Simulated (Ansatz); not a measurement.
Start from `CCCC(=O)CCC` and change one atom or group to get `CCCC(=O)OC`.

Ansatz, PBE0-D4/def2-TZVP geometries, multiplicity 1. Each molecule was computed in one conformer, which needn't be the lowest.

| property | `CCCC(=O)CCC` |
| --- | --- |
| HOMO–LUMO gap (PBE/def2-TZVPP) / eV | 4.01 |
| size of the dipole moment (B3LYP/def2-TZVPP) / D | 2.71 |
| HOMO energy (B3LYP/def2-TZVPP) / eV | -6.81 |
| size of the dipole moment (ωB97M-V/def2-TZVPP) / D | 2.70 |
| LUMO energy (PBE/def2-TZVPP) / eV | -1.46 |
| HOMO–LUMO gap (PBE0/def2-TZVPP) / eV | 6.73 |

Task: Give the same properties after the change, and the shifts. (Estimate.)

Result: Ansatz gave: 
| property | `CCCC(=O)OC` | shift |
| --- | --- | --- |
| HOMO–LUMO gap (PBE/def2-TZVPP) / eV | 5.56 | 1.55 |
| size of the dipole moment (B3LYP/def2-TZVPP) / D | 1.65 | -1.06 |
| HOMO energy (B3LYP/def2-TZVPP) / eV | -7.68 | -0.87 |
| size of the dipole moment (ωB97M-V/def2-TZVPP) / D | 1.65 | -1.05 |
| LUMO energy (PBE/def2-TZVPP) / eV | -0.70 | 0.76 |
| HOMO–LUMO gap (PBE0/def2-TZVPP) / eV | 8.38 | 1.65 |

With PBE0 the HOMO falls by 0.90 eV and the LUMO rises by 0.75 eV, so the gap widens by about 1.65 eV. PBE moves the HOMO by -0.79 eV and ωB97M-V by -0.95 eV. Dipoles are sizes alone; their direction can turn.

Positive LUMOs are unbound, so they and the gaps depend on the basis.

B3LYP here is the variant with VWN-RPA as its local correlation; programs differ in this.
